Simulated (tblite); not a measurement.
C4H10N2OSi2.
Numbering: `[NH2:1][Si@H:2]([O:3][SiH3:4])[n:5]1[cH:6][cH:7][cH:8][cH:9]1` (hydrogens: H10, H11 on N1; H12 on Si2; H13, H14, H15 on Si4; H16 on C6; H17 on C7; H18 on C8; H19 on C9)

Computed with GFN2-xTB (tblite), gas phase: L-BFGS steps from a force-field or distance-geometry start until the largest atomic force falls under 0.01 eV/Å.

Step 10: E = -739.2894 eV
```
atom  x, y, z in Å  |  force x, y, z in eV/Å
N1     -0.8822    2.2874   -0.8773   -0.108  -0.065   0.033
Si2    -0.8870    0.6264   -0.4509   -0.002  -0.160  -0.151
O3     -1.7954    0.2882    0.8515    0.019   0.093  -0.011
Si4    -2.7819   -0.9948    1.0742    0.015  -0.030  -0.178
N5      0.7335    0.0803   -0.0984   -0.063   0.128  -0.138
C6      1.8763    0.8278   -0.1894   -0.143  -0.067  -0.029
C7      2.9579    0.0253    0.0041   -0.073  -0.017   0.018
C8      2.4626   -1.2874    0.2181   -0.142   0.047  -0.011
C9      1.1039   -1.2160    0.1463   -0.084   0.282  -0.066
H10    -1.4178    2.4771   -1.7057   -0.058   0.240   0.016
H11    -0.0433    2.8426   -0.8764   -0.040  -0.106   0.077
H12    -1.4756   -0.1475   -1.5605    0.274   0.099   0.037
H13    -2.0129   -2.1029    0.4625   -0.422  -0.047   0.264
H14    -3.9625   -0.6593    0.2511    0.096  -0.218   0.265
H15    -3.0130   -1.1348    2.5178    0.097   0.118  -0.295
H16     1.7923    1.8804   -0.3898    0.198  -0.108   0.053
H17     3.9803    0.3467   -0.0066    0.065  -0.104   0.027
H18     3.0293   -2.1785    0.3950    0.127   0.006   0.020
H19     0.3258   -1.9518    0.2270    0.244  -0.091   0.070
```

Step 11: E = -739.3187 eV
```
atom  x, y, z in Å  |  force x, y, z in eV/Å
N1     -0.8793    2.2847   -0.8728   -0.177  -0.016   0.071
Si2    -0.8979    0.6240   -0.4690    0.311  -0.331  -0.155
O3     -1.7882    0.2720    0.8364   -0.028   0.151  -0.003
Si4    -2.7804   -0.9972    1.0754   -0.079  -0.174  -0.225
N5      0.7270    0.0859   -0.1017    0.060   0.120  -0.130
C6      1.8712    0.8298   -0.1896    0.085  -0.039  -0.038
C7      2.9585    0.0274    0.0048   -0.161   0.029   0.007
C8      2.4622   -1.2859    0.2205   -0.158   0.050  -0.027
C9      1.1024   -1.2075    0.1462   -0.102   0.172  -0.057
H10    -1.4252    2.4870   -1.6883   -0.090   0.310  -0.070
H11    -0.0427    2.8401   -0.8600    0.001  -0.078   0.053
H12    -1.4431   -0.1560   -1.5980    0.209   0.129   0.104
H13    -2.0359   -2.1345    0.4769   -0.427   0.049   0.274
H14    -3.9715   -0.6608    0.2646    0.131  -0.219   0.260
H15    -3.0014   -1.1061    2.5191    0.084   0.092  -0.219
H16     1.7974    1.8851   -0.3890    0.172  -0.157   0.054
H17     3.9865    0.3450   -0.0068   -0.095  -0.111   0.029
H18     3.0284   -2.1836    0.3954    0.028   0.153   0.002
H19     0.3220   -1.9402    0.2285    0.236  -0.130   0.071
```

Step 12: E = -739.3559 eV
```
atom  x, y, z in Å  |  force x, y, z in eV/Å
N1     -0.8782    2.2798   -0.8653   -0.242   0.039   0.056
Si2    -0.9061    0.6153   -0.4957    0.548  -0.345  -0.110
O3     -1.7794    0.2507    0.8133   -0.088   0.145  -0.039
Si4    -2.7800   -1.0036    1.0742   -0.124  -0.221  -0.182
N5      0.7206    0.0956   -0.1083    0.195   0.057  -0.090
C6      1.8675    0.8318   -0.1905    0.230   0.105  -0.074
C7      2.9563    0.0301    0.0060   -0.042   0.006   0.010
C8      2.4596   -1.2833    0.2230   -0.249   0.072  -0.048
C9      1.0974   -1.1938    0.1451    0.049  -0.016  -0.032
H10    -1.4360    2.5063   -1.6651   -0.094   0.348  -0.093
H11    -0.0430    2.8352   -0.8374    0.017  -0.068   0.031
H12    -1.3954   -0.1647   -1.6461    0.106   0.113   0.122
H13    -2.0743   -2.1755    0.5012   -0.367   0.090   0.235
H14    -3.9811   -0.6663    0.2872    0.086  -0.197   0.186
H15    -2.9841   -1.0654    2.5175    0.064   0.053  -0.105
H16     1.8065    1.8886   -0.3871    0.137  -0.152   0.039
H17     3.9922    0.3412   -0.0068   -0.290  -0.119   0.033
H18     3.0267   -2.1864    0.3958   -0.081   0.286  -0.010
H19     0.3209   -1.9264    0.2316    0.145  -0.196   0.070
```

Q: Estimate the geometry and energy of step 13. (The exact step hangs on the optimiser's Hessian estimate; all steps are aligned on step 12, rigid shifts and turns removed.)

A: E = -739.3986 eV, largest force 0.623 eV/Å
```
atom  x, y, z in Å  |  force x, y, z in eV/Å
N1     -0.8807    2.2728   -0.8546   -0.253   0.088   0.001
Si2    -0.9064    0.5990   -0.5315    0.599  -0.169  -0.017
O3     -1.7702    0.2225    0.7792   -0.141   0.066  -0.138
Si4    -2.7816   -1.0155    1.0710   -0.090  -0.132  -0.026
N5      0.7179    0.1087   -0.1176    0.295  -0.022  -0.025
C6      1.8663    0.8369   -0.1931    0.448   0.058  -0.068
C7      2.9547    0.0318    0.0080   -0.098   0.050  -0.017
C8      2.4508   -1.2784    0.2252   -0.029   0.029  -0.036
C9      1.0923   -1.1768    0.1433   -0.025  -0.260  -0.012
H10    -1.4499    2.5371   -1.6356   -0.070   0.326  -0.048
H11    -0.0446    2.8275   -0.8088   -0.023  -0.097   0.011
H12    -1.3325   -0.1731   -1.7046   -0.008   0.062   0.099
H13    -2.1292   -2.2252    0.5361   -0.249   0.058   0.154
H14    -3.9913   -0.6758    0.3190   -0.050  -0.152   0.048
H15    -2.9608   -1.0120    2.5145    0.047   0.007   0.000
H16     1.8192    1.8907   -0.3843    0.096   0.011  -0.011
H17     3.9933    0.3353   -0.0063   -0.320  -0.098   0.043
H18     3.0223   -2.1842    0.3962   -0.195   0.384  -0.014
H19     0.3205   -1.9120    0.2366    0.067  -0.209   0.055
```

The energy changes by -0.0428 eV. The first-order estimate −F·Δx gives -0.0588 eV and the mean of the old and new forces, exact on a quadratic surface, -0.0430 eV. The step makes an angle of 73° with the force vector and moves no atom by more than 0.086 Å.

What follows is the cost of the whole relaxation. The run took 2.4 s wall on one thread, Arm Neoverse N1 (aarch64), no GPU, shared host with 64 logical CPUs at a one-minute load of 47.
